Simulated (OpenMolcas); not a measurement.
# Ru4+: effect of the metal basis

Ru4+ with its 6 nearest fluoride ions at 1.886 Å, on the Ge site of Cs2GeF6 (a = 9.021 Å, distance in the model lattice 1.804 Å). The rest of the host is ab initio model potentials to 7.6 Å and point charges beyond; the distance is set by hand and nothing relaxes.

```json
{"Program": "OpenMolcas", "Method": "SS-CASPT2, IPEA 0.25 Eh, imaginary shift 0.1 Eh (closed shells correlated: 4s 4p and the ligand valence shells)", "Spin-orbit coupling": "state interaction with AMFI integrals over the reference wave functions"}
```

Fixed: ligand basis ANO-RCC-VDZP, active space 4 electrons in 5 orbitals (4d), DKH2 Hamiltonian.

States (labels of O, the rotations of Oh). Energies in cm-1 above the lowest state or level, χT in cm3 K/mol; under a threefold ground state the first gap can be a small split of the lowest multiplet, not the spin-orbit step.

| Run | Metal basis | Ground state | First state of that spin | First gap with spin-orbit (degeneracies) | χT at 300 K | First state of another spin | Cost |
| --- | --- | --- | --- | --- | --- | --- | --- |
| A | ANO-RCC-VDZP | 3T1 | 3E 29650 | 800 (1, 3) | 0.995 | 1T2 6590 | roughly 3 core-minutes |
| B | ANO-RCC-VTZP | 3T1 | 3E 29030 | 790 (1, 3) | 1.006 | 1T2 6340 | roughly 6 core-minutes |

Against A, the first state of the same spin changes by -2.1 % in B.

Costs are those of the CASPT2 steps.

Roots that are degenerate in the reference are averaged as groups; the widest CASPT2 spread within a group is 1100 cm-1 (the 3-fold group of multiplicity 1 near 90000 cm-1 above the lowest state of its run, A). Shifts and gaps below about the spread of the groups concerned are not significant. Over all roots computed the reference weight is 0.68 to 0.71 in A, 0.67 to 0.70 in B; a low but even weight reflects the number of correlated electrons. An orbital triplet at a regular site is open to Jahn-Teller coupling, which can distort the site and quench the lowest spin-orbit gaps and is left out. Ligand-to-metal charge-transfer states are missing. With no ligand orbital active B as a rule stays too high, so bands that hang on it stand too high and its fall with covalency is understated. With one d shell and no ligand orbital active, 10Dq can be off by a tenth or more. The least metal-like active orbital is 73 % on the metal (Löwdin) and no ligand orbital is active, so the numbers are rough (holds for A). The least metal-like active orbital is 74 % on the metal (Löwdin) and no ligand orbital is active, so the numbers are rough (holds for B). No measured value stands beside these numbers; the geometry was set by hand and not optimised.
